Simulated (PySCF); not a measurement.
A calculated (TPSS, PySCF 2.14, cc-pV(D+d)Z, no relativity, point nucleus) atom or ion has these occupied shells.

```json
{"shell": "1s α", "electrons": "1", "orbital energy (eV)": "-2749.7", "rms radius, mean of both spins (bohr)": "0.106"}
{"shell": "1s β", "electrons": "1", "orbital energy (eV)": "-2749.6", "rms radius, mean of both spins (bohr)": "0.106"}
{"shell": "2s α", "electrons": "1", "orbital energy (eV)": "-252.66", "rms radius, mean of both spins (bohr)": "0.484"}
{"shell": "2s β", "electrons": "1", "orbital energy (eV)": "-252.51", "rms radius, mean of both spins (bohr)": "0.484"}
{"shell": "2p α", "electrons": "3", "orbital energy (eV)": "-192.11", "rms radius, mean of both spins (bohr)": "0.454"}
{"shell": "2p β", "electrons": "3", "orbital energy (eV)": "-191.89", "rms radius, mean of both spins (bohr)": "0.454"}
{"shell": "3s α", "electrons": "1", "orbital energy (eV)": "-21.280", "rms radius, mean of both spins (bohr)": "1.67"}
{"shell": "3s β", "electrons": "1", "orbital energy (eV)": "-19.989", "rms radius, mean of both spins (bohr)": "1.67"}
{"shell": "3p α", "electrons": "3", "orbital energy (eV)": "-8.946", "rms radius, mean of both spins (bohr)": "1.99"}
{"shell": "3p β", "electrons": "2", "orbital energy (eV)": "-8.020", "rms radius, mean of both spins (bohr)": "1.99"}
```

**Question.** Name the element and its charge.

**Answer.** Cl (chlorine, neutral), in [Ne] 3s2 3p5, 2P determinant.
